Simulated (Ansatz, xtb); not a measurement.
# Ranking isomers of AlBH4OSi

5 gas-phase structures of AlBH4OSi, found in a search over its isomers (lower ones may exist). Each was relaxed with GFN2-xTB:

A. a singlet given by its coordinates
B. `B1[O][AlH][SiH2]1`, a singlet
C. a singlet given by its coordinates
D. `O=B[SiH2][AlH2]`, a singlet
E. `[BH]1O[SiH2][AlH]1`, a singlet

C (Å):

```xyz
8

Al    1.2295   -0.2463   -0.2283
B    -0.1614   -1.8136   -0.4419
O    -0.1168    0.9494   -0.4865
Si   -1.2638   -0.1615   -0.6641
H    -2.4589    0.6813   -0.8898
H    -0.4448   -2.4677    0.5141
H    -0.1046   -2.4962   -1.4180
H     2.5904    0.5168   -0.0074
```

Close contacts (Å): Al1–B2 2.11, Al1–O3 1.82, Al1–Si4 2.53, B2–Si4 2.00, O3–Si4 1.61, Al1–H8 1.58, B2–H6 1.19, B2–H7 1.19, Si4–H5 1.48.

A (Å):

| atom | x (Å) | y (Å) | z (Å) |
| --- | --- | --- | --- |
| Al | -2.9925 | -1.9104 | -1.1186 |
| B | -1.0132 | -2.1711 | -0.3982 |
| O | -3.0501 | -0.4838 | -0.1837 |
| Si | -1.5104 | -0.4616 | 0.4965 |
| H | -0.0462 | -2.8273 | -0.3441 |
| H | -4.1578 | -2.4283 | -1.9884 |
| H | -0.9342 | 0.8265 | 0.0809 |
| H | -1.7502 | -0.3967 | 1.9462 |

Close contacts (Å): Al1–B2 2.12, Al1–O3 1.71, Al1–Si4 2.63, B2–Si4 1.99, O3–Si4 1.68, Al1–H6 1.54, B2–H5 1.17, Si4–H7 1.47, Si4–H8 1.47.

Which do you expect lowest at r2SCAN-D4/def2-SVP//GFN2-xTB, and how would the others follow?

Calculated order at r2SCAN-D4/def2-SVP//GFN2-xTB: B (0.000), D (0.612), C (0.865), A (1.258), E (1.389) eV.

Energies above the lowest of each column, in eV; the last columns are at r2SCAN-D4/def2-SVP geometries and were run for some of them only (a dash: not run or not comparable):

| structure | GFN2-xTB | HF/STO-3G | r2SCAN-D4/def2-SVP//GFN2-xTB | r2SCAN-D4/def2-SVP | CCSD(T)/def2-TZVP |
| --- | --- | --- | --- | --- | --- |
| B | 0.548 | 0.000 | 0.000 | 0.000 | 0.000 |
| D | 0.902 | 0.069 | 0.612 | 0.559 | 0.508 |
| C | 0.000 | 1.774 | 0.865 | 0.631 | 0.506 |
| A | 1.049 | 1.937 | 1.258 | – | – |
| E | 1.000 | 1.892 | 1.389 | – | – |

CCSD(T)/def2-TZVP puts B lowest of those it was run on; GFN2-xTB picks C. CCSD(T)/def2-TZVP orders those it was run on as B (0.000), C (0.506), D (0.508) eV. Less than 1 kcal/mol parts C and D, so the order within that pair means little. Flexible structures stand in one conformer each, not always the lowest. Frequencies (r2SCAN-D4/def2-SVP) were run for B, C, D alone.

Over these structures GFN2-xTB departs from r2SCAN-D4/def2-SVP//GFN2-xTB by 0.435 eV on average once a common shift is removed. A GFN2-xTB relaxation took about 0.091 s and the r2SCAN-D4/def2-SVP//GFN2-xTB energy about 1.5 s on a shared host (Ansatz 0.2.0, xtb 6.7.1).
